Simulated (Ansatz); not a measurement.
Ideal-gas functions of BH$_{4}$InOZn (`[BH2][InH][O][ZnH]`) at 400 K and 1 bar, from an Ansatz frequency run at PBE0-D4/def2-TZVP.

Molar mass 211.05 g/mol, point group Cs (symmetry number 1), electronic degeneracy 1, moments of inertia 42.916, 636.883, 675.605 u Å². Harmonic wavenumbers (cm⁻¹, unscaled): 48, 49, 98, 176, 351, 370, 464, 490, 492, 524, 571, 823, 853, 1142, 1784, 1970, 2582, 2674.

Use S(trans) = R[1.5 ln M + 2.5 ln T − 1.1517]; rotational temperatures θ = 24.2544 K / I; S(rot) = R[ln(√π/σ · √(T³/θAθBθC)) + 1.5]; for each mode x = 1.438777 ν̃/T, S = R[x/(eˣ − 1) − ln(1 − e⁻ˣ)] and H = RT x/(eˣ − 1); 1 cm⁻¹ = 0.0119627 kJ/mol; R = 8.31446 J/(mol·K).

Task: By hand: the entropy, in J/(mol·K).

Result: Translation 181.7. Rotation: θ = 0.5652, 0.0381, 0.0359 K, giving 121.7. Vibration, mode by mode: 22.93, 22.76, 17.03, 12.25, 6.91, 6.53, 4.96, 4.60, 4.58, 4.18, 3.65, 1.79, 1.64, 0.71, 0.10, 0.06, 0.01, 0.01, in all 114.7. Electronic 0.0. Sum 418.1 J/(mol·K).

Task: By hand: H − E and G − E in kJ/mol, counted from the electronic energy.

Result: Zero-point energy ½ × 15461 × 0.0119627 = 92.5; thermal vibration 21.7; translation, rotation and pV give 4 RT = 13.3. H − E = 127.5 kJ/mol, and G − E = 127.5 − 400 × 418.1/1000 = -39.7 kJ/mol.

Vibration gives 27 % of the entropy, 62.7 J/(mol·K) of it from the modes under 150 cm⁻¹: soft modes count most, and the harmonic formula is weakest for them. The sum counts one conformer and one mirror image; others add a mixing term.
